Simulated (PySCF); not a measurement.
**NaBi and its ions**

PBE; PySCF, scalar-relativistic core potentials, basis sets Na def2-SVPD, Bi def2-SVPD with ECP60. Neutral (UKS): triplet (π ↑↑), Re = 3.007 Å, ωe = 182 cm⁻¹, De = 1.24 eV, HOMO -3.70 eV, LUMO -2.73 eV.

NaBi⁺ (UKS): quartet (σ ↑, π ↑↑), Re = 3.439 Å, ωe = 95.0 cm⁻¹. The energies at the minima are -376.77720 hartree for NaBi and -376.55223 for NaBi⁺.

(1) Work out the adiabatic ionisation energy, without and with harmonic zero-point energies (1 hartree = 27.2114 eV, 1 eV = 8065.5 cm⁻¹), and the change of the bond length.

These are scalar-relativistic numbers at best; spin–orbit coupling would shift them, the dissociation energy most. States were picked by a PBE0 search and need not be the measured ground states.

Results:

(1) At PBE: 0.22497 hartree = 6.122 eV between the minima; the zero-point term (95.0 − 182.0)/2 cm⁻¹ = -0.005 eV makes it 6.116 eV. Re changes by +43.2 pm against the neutral. The electron leaves a σ orbital, and the ion is left as a loose complex of an ion and an atom.
